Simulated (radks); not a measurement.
The numbers below are computed, except where a source is named.
The germanium anion Ge4-, [Kr], held by a Watson sphere: a shell of charge +4 at radius R that stands for the Madelung well of a crystal (potential energy -4/R inside, -4/r outside, in hartree with lengths in bohr). Code: a radial shooting solver on a logarithmic mesh with Libxc functionals. Model: scalar-relativistic Kohn-Sham, LB94 model potential, spin-polarised, spherical densities, point nucleus. Response by self-consistent Sternheimer equations with the Hartree and adiabatic LDA kernel, the relativistic mass of each level held fixed and spin-orbit coupling left out. The sphere does not respond.

R (bohr)  e(3d) (eV)  e(4s) (eV)  e(4p) (eV)  <r> 4p (bohr)  sum of <r^2> (bohr^2)  X-ray form factor at sin(theta)/lambda = 0.2 1/angstrom  alpha (bohr^3)
2.15         -38.184     -20.164     -11.657          2.512                  64.34                                                   25.995           37.59
2.23         -37.716     -19.737     -11.419          2.554                  66.05                                                   25.927           40.08
3.96         -33.801     -13.848      -7.129          3.503                  110.1                                                   25.491           161.0
4.7          -33.090     -12.702      -5.944          3.904                  133.0                                                   25.568           275.3

Estimate the row for R = 4.67 bohr.

Answer. e(3d) (eV) -33.115; e(4s) (eV) -12.739; e(4p) (eV) -5.986; <r> 4p (bohr) 3.888; sum of <r^2> (bohr^2) 132.0; X-ray form factor at sin(theta)/lambda = 0.2 1/angstrom 25.565; alpha (bohr^3) 269.6.
